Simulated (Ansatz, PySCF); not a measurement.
C₂H₇F₂NSi, SMILES CC[Si](N)(F)F. Atoms are numbered in the order given.

```xyz
13

C     -1.9516    -1.1784     0.7981
C     -1.2918     0.2075     0.7475
Si     0.3359     0.2229    -0.1429
N      1.4881    -0.7926     0.5984
F      0.8254     1.7680    -0.2918
F      0.1867    -0.2919    -1.6747
H     -1.2955    -1.9139     1.2894
H     -2.1574    -1.5545    -0.2164
H     -2.9062    -1.1545     1.3469
H     -1.1248     0.5994     1.7676
H     -1.9527     0.9427     0.2562
H      1.6256    -0.7833     1.6035
H      2.3277    -1.0842     0.1079
```

Geometry optimised at B3LYP-D3(BJ)/def2-SVP. Other conformers were not sampled.

Two levels are set side by side: PBE-D3(BJ)/def2-SVP (Ansatz, a program for electronic structure) and B3LYP-D3(BJ)/def2-SVP (Ansatz). Each level has its own optimised geometry; the coordinates shown are those of the second. Frequencies come from the Hessian of PySCF at each geometry. Differences are taken from unrounded values.

```json
[
 {"quantity": "mean bond length (Å)", "B3LYP-D3(BJ)": "1.324"},
 {"quantity": "bond C1–C2 (Å)", "B3LYP-D3(BJ)": "1.536"},
 {"quantity": "bond C2–Si3 (Å)", "B3LYP-D3(BJ)": "1.855"},
 {"quantity": "bond Si3–N4 (Å)", "B3LYP-D3(BJ)": "1.705"},
 {"quantity": "bond Si3–F5 (Å)", "B3LYP-D3(BJ)": "1.628"},
 {"quantity": "bond Si3–F6 (Å)", "B3LYP-D3(BJ)": "1.623"},
 {"quantity": "bond C1–H7 (Å)", "B3LYP-D3(BJ)": "1.101"},
 {"quantity": "bond C1–H8 (Å)", "B3LYP-D3(BJ)": "1.101"},
 {"quantity": "bond C1–H9 (Å)", "B3LYP-D3(BJ)": "1.101"},
 {"quantity": "bond C2–H10 (Å)", "B3LYP-D3(BJ)": "1.105"},
 {"quantity": "bond C2–H11 (Å)", "B3LYP-D3(BJ)": "1.104"},
 {"quantity": "bond N4–H12 (Å)", "B3LYP-D3(BJ)": "1.014"},
 {"quantity": "bond N4–H13 (Å)", "B3LYP-D3(BJ)": "1.015"},
 {"quantity": "highest harmonic wavenumber (cm⁻¹)", "B3LYP-D3(BJ)": "3674"},
 {"quantity": "mean harmonic wavenumber (cm⁻¹)", "B3LYP-D3(BJ)": "1297"},
 {"quantity": "zero-point energy (kcal/mol)", "B3LYP-D3(BJ)": "61.17"}
]
```

Q: What does PBE-D3(BJ) give, and how far is it from B3LYP-D3(BJ)? (Estimate from the structure and the level; the computed values follow.)

A: 
| quantity | PBE-D3(BJ) | PBE-D3(BJ) minus B3LYP-D3(BJ) |
|---|---|---|
| mean bond length (Å) | 1.332 | 0.008 |
| bond C1–C2 (Å) | 1.536 | 0.000 |
| bond C2–Si3 (Å) | 1.863 | 0.008 |
| bond Si3–N4 (Å) | 1.717 | 0.012 |
| bond Si3–F5 (Å) | 1.640 | 0.013 |
| bond Si3–F6 (Å) | 1.635 | 0.012 |
| bond C1–H7 (Å) | 1.109 | 0.007 |
| bond C1–H8 (Å) | 1.109 | 0.007 |
| bond C1–H9 (Å) | 1.109 | 0.008 |
| bond C2–H10 (Å) | 1.113 | 0.008 |
| bond C2–H11 (Å) | 1.111 | 0.008 |
| bond N4–H12 (Å) | 1.022 | 0.008 |
| bond N4–H13 (Å) | 1.023 | 0.007 |
| highest harmonic wavenumber (cm⁻¹) | 3599 | -75 |
| mean harmonic wavenumber (cm⁻¹) | 1265 | -31 |
| zero-point energy (kcal/mol) | 59.70 | -1.47 |

Exact exchange shortens and stiffens bonds; PBE has none. Differences between two approximate levels are no errors against the true value.
